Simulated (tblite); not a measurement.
Species: C4H12OP2S.
Atom-mapped SMILES: `[CH3:1][CH2:2][P@@:3](=[O:4])([PH2:5])[CH2:6][S:7][CH3:8]` (hydrogens: H9, H10, H11 on C1; H12, H13 on C2; H14, H15 on P5; H16, H17 on C6; H18, H19, H20 on C8)

Cartesian coordinates in Å at the GFN2-xTB level; atoms count from 1:
```xyz
20
C4H12OP2S angstrom
C     -1.8987   -1.2938   -0.1150
C     -1.1999   -0.3310   -1.0553
P     -0.1598    0.9622   -0.2408
O      0.6665    1.6984   -1.2110
P     -1.3667    2.3499    0.9502
C      0.8398    0.0669    1.0339
S      1.6663   -1.3729    0.3024
C      2.9621   -0.5343   -0.6442
H     -1.1716   -1.9151    0.4029
H     -2.4935   -0.7608    0.6263
H     -2.5628   -1.9462   -0.6786
H     -0.5166   -0.8592   -1.7253
H     -1.9131    0.2185   -1.6777
H     -1.8234    2.9389   -0.2222
H     -2.4614    1.5007    1.0418
H      0.2046   -0.3005    1.8385
H      1.5892    0.7496    1.4392
H      3.6639   -0.0725    0.0452
H      2.5089    0.2095   -1.2908
H      3.4610   -1.2975   -1.2323
```

All values are computed: GFN2-xTB (tblite) harmonic vibrations without scaling, gas phase. This tight-binding method is rough: wavenumbers can miss measured ones by several per cent, in bad cases by 10 to 20. Modes of hydrogen on phosphorus can be 10 to 20 % off. One conformer, not necessarily the lowest.

Harmonic wavenumbers (cm⁻¹): 41.6, 79.9, 88.5, 102.3, 113.4, 145.0, 154.9, 170.1, 203.0, 227.3, 250.6, 289.9, 317.9, 354.8, 483.0, 635.1, 677.0, 714.0, 722.0, 731.9, 746.7, 762.4, 782.1, 947.1, 955.5, 967.2, 1006.6, 1046.9, 1085.7, 1099.6, 1134.0, 1201.5, 1227.4, 1258.3, 1318.9, 1379.0, 1408.7, 1429.2, 1440.5, 1445.3, 1487.6, 1499.7, 2291.4, 2351.5, 2932.6, 2947.3, 2954.8, 2993.0, 3006.2, 3022.3, 3030.0, 3042.9, 3053.9, 3064.7.

A = 1671, B = 813.3, C = 696.8 MHz; mass 170.008 u (most abundant isotopes); point group C1, symmetry number 1.

Task: What is the zero-point energy?

Result: Half the sum of the wavenumbers: 33411 cm⁻¹ = 399.69 kJ/mol.

Task: What is S at 200 K and 1 bar for an ideal gas of classical rigid rotors and harmonic oscillators?

Result: Translation 164.61, rotation 121.41, vibration 116.69: S = 402.7 J/(mol K).

Task: And Cp and H(200 K) − H(0)?

Result: Cp = 148.72 J/(mol K), of which vibrations give 115.46 (their classical limit is 54 R = 449.0); H(200 K) − H(0) = 19.32 kJ/mol without the zero-point energy, 12.67 from vibrations.

Task: Blend soft modes into free rotors: weight 1/[1 + (100 cm⁻¹/ν̃)⁴] for the oscillator and the rest for a rotor with moment μB/(μ + B), μ = h/(8π²ν), B = 10⁻⁴⁴ kg m². What vibrational entropy results?

Result: 110.17 J/(mol K) in place of 116.69, which changes −T·S at 200 K by +1.31 kJ/mol.

Task: How do the functions run with temperature in this model?

Result: 
```json
{"T (K)": "50", "S (J/(mol K))": "257.8", "Cp (J/(mol K))": "66.6", "H − H(0) (kJ/mol)": "2.28", "G − H(0) (kJ/mol)": "-10.62", "ln q(vib)": "0.68"}
{"T (K)": "100", "S (J/(mol K))": "316.3", "Cp (J/(mol K))": "103.5", "H − H(0) (kJ/mol)": "6.60", "G − H(0) (kJ/mol)": "-25.03", "ln q(vib)": "2.48"}
{"T (K)": "298.15", "S (J/(mol K))": "469.8", "Cp (J/(mol K))": "190.3", "H − H(0) (kJ/mol)": "35.96", "G − H(0) (kJ/mol)": "-104.12", "ln q(vib)": "10.01"}
{"T (K)": "373.15", "S (J/(mol K))": "515.9", "Cp (J/(mol K))": "220.8", "H − H(0) (kJ/mol)": "51.39", "G − H(0) (kJ/mol)": "-141.11", "ln q(vib)": "12.59"}
{"T (K)": "500", "S (J/(mol K))": "586.9", "Cp (J/(mol K))": "264.9", "H − H(0) (kJ/mol)": "82.31", "G − H(0) (kJ/mol)": "-211.14", "ln q(vib)": "16.72"}
{"T (K)": "750", "S (J/(mol K))": "706.9", "Cp (J/(mol K))": "326.9", "H − H(0) (kJ/mol)": "156.85", "G − H(0) (kJ/mol)": "-373.36", "ln q(vib)": "24.19"}
{"T (K)": "1000", "S (J/(mol K))": "807.0", "Cp (J/(mol K))": "368.2", "H − H(0) (kJ/mol)": "244.05", "G − H(0) (kJ/mol)": "-562.95", "ln q(vib)": "30.87"}
```

q(vib) and H(0) count from the zero-point level.

Task: Which modes carry the vibrational entropy at 200 K?

Result: 41.6 cm⁻¹: 18.38; 79.9 cm⁻¹: 13.03; 88.5 cm⁻¹: 12.21; 102.3 cm⁻¹: 11.05; 113.4 cm⁻¹: 10.23; 145.0 cm⁻¹: 8.33 J/(mol K); the other 48 give 43.47 together.

Hindered rotation and anharmonicity are outside this model. Other conformers, if any are populated, would add a mixing term that is left out. The structure is chiral; the term R ln 2 for an equal mix with its mirror image is left out.
